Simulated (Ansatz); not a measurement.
## Interaction energy ladder

The pair of Li⁺ (SMILES [Li+], atom 1) and BF4⁻ (SMILES F[B-](F)(F)F, atoms 2–6), both closed shells, in one local arrangement (a lower one may exist), relaxed at PBE0-D4/def2-TZVP:

```
atom    x (Å)    y (Å)    z (Å)
 Li1   0.0167   0.1136  -1.8452
  F2   1.0122   0.4439   1.2169
  B3  -0.0042  -0.0287   0.4656
  F4   0.5127  -0.9703  -0.5415
  F5  -1.0353  -0.5894   1.1316
  F6  -0.5020   1.0309  -0.4275
```

Ansatz 0.2.0; basis: def2-TZVPPD, with def2-QZVPPD for the basis limit; cores frozen in the correlated methods. The outer core shell of Li, Na, Mg and K is correlated. B3LYP uses VWN-RPA correlation. Extrapolation: Hartree–Fock as exp(−7.88 √X), correlation as X^−2.97. Interaction energies count from these two fragments, frozen as in the pair, with the counterpoise correction; negative means bound.

Question: What is the interaction energy by CCSD(T) at an estimated basis limit (MP2 extrapolated from triple and quadruple zeta, plus CCSD(T) − MP2 in triple zeta)? (To be estimated.)

Answer: By the calculation: -628.0 kJ/mol. Hartree–Fock alone gives -629.1 kJ/mol at the basis limit. It counts from the two fragments frozen as in the pair.

The same quantity by other methods in triple zeta, and each one's difference from that estimate:
| method | E_int (kJ/mol) | difference |
| --- | --- | --- |
| PBE-D4 | -627.2 | 0.9 |
| revPBE-D4 | -619.7 | 8.3 |
| BLYP-D4 | -626.1 | 1.9 |
| r2SCAN-D4 | -623.3 | 4.7 |
| B97M-V | -626.6 | 1.4 |
| PBE0-D4 | -630.9 | -2.9 |
| B3LYP-D4 | -631.1 | -3.0 |
| HSE06-D4 | -631.0 | -2.9 |
| wB97X-V | -624.9 | 3.2 |
| wB97M-V | -627.4 | 0.7 |
| B2PLYP | -627.9 | 0.2 |
| HF | -624.9 | 3.2 |
| MP2 | -618.5 | 9.5 |
| CCSD | -621.4 | 6.7 |
| CCSD(T) | -620.1 | 7.9 |
Differences are method less estimate.

Energy to bend the free fragments (PBE0-D4 minima) into their shapes in the pair, CCSD(T)/def2-TZVPPD: BF4⁻ 26.1 kJ/mol. This must be added to the interaction energy to get the binding energy from relaxed fragments.

Basis-set superposition shift (counterpoise-corrected less uncorrected): CCSD(T) 2.9; MP2 2.6; HF 0.2; PBE0-D4 0.2; wB97M-V 0.3 kJ/mol.

No T1 diagnostic of these runs exceeds 0.013.

For scale, one of the runs: CCSD(T)/def2-TZVPPD, 219 basis functions, launched by `ansatz run in.yaml --threads 4 --pin off --events-out ev --progress --plain --max-ram 9574MiB`. Hardware: 4 CPU threads of an Arm Neoverse V2, shared host. Wall time 29 s; peak host memory 2.6 GiB.
